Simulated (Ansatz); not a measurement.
InSiH5⁺, that is InH2(SiH3) with one electron fewer. The state is a doublet with charge 1. Geometry PBE-D4/def2-TZVP, that of the neutral singlet; atoms count from 1.

```xyz
7

In    0.536    1.076    0.819
H    -0.467    2.413    1.311
H     2.186    1.042    1.378
Si   -0.408   -0.823   -0.661
H     0.646   -1.472   -1.504
H    -1.502   -0.351   -1.569
H    -0.991   -1.886    0.225
```

In the def2 sets In takes a core potential; there is no spin–orbit coupling.

(1) Estimate the Mulliken populations from the PBE0/def2-TZVP orbitals of Ansatz.

(2) Where does the spin sit?

(3) And the Mayer bond orders between bonded heavy atoms (over 0.3)?

## Answers

(1) 
| atom | charge (e) | spin (α − β) |
| --- | --- | --- |
| In1 | 0.57 | 0.18 |
| H2 | 0.07 | 0.11 |
| H3 | 0.07 | 0.11 |
| Si4 | -0.02 | 0.51 |
| H5 | 0.11 | 0.03 |
| H6 | 0.11 | 0.03 |
| H7 | 0.11 | 0.04 |
Mulliken values and Mayer orders depend strongly on the basis.

(2) Summed by element: In 0.18, H 0.32, Si 0.51, of 1 unpaired in all. Largest on single atoms: Si4 0.51, In1 0.18, H2 0.11.

(3) In1–Si4 0.54 (2.59 Å).
